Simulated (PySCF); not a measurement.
BH3.

```xyz
4

B      0.0000     0.0000     0.0000
H     -1.1935     0.0000     0.0000
H      0.5967    -1.0336     0.0000
H      0.5967     1.0336     0.0000
```

The structure is a stationary point at PBE0-D3(BJ)/def2-TZVPD. The isomer is the one that the SMILES or the coordinates give; other isomers of the formula were not compared.

All values below come from PySCF with KT2/pcSseg-2. Non-relativistic, no solvent.

Computed absolute GIAO shielding of each atom: isotropic value and principal components (ppm):
```
atom  σ(iso)    σ11    σ22    σ33   span
----  ------  -----  -----  -----  -----
B1       5.0  -63.5  -63.5  142.0  205.4
H2      23.2   14.2   26.4   28.9   14.7
H3      23.2   14.2   26.4   28.9   14.7
H4      23.2   14.2   26.4   28.9   14.7
```
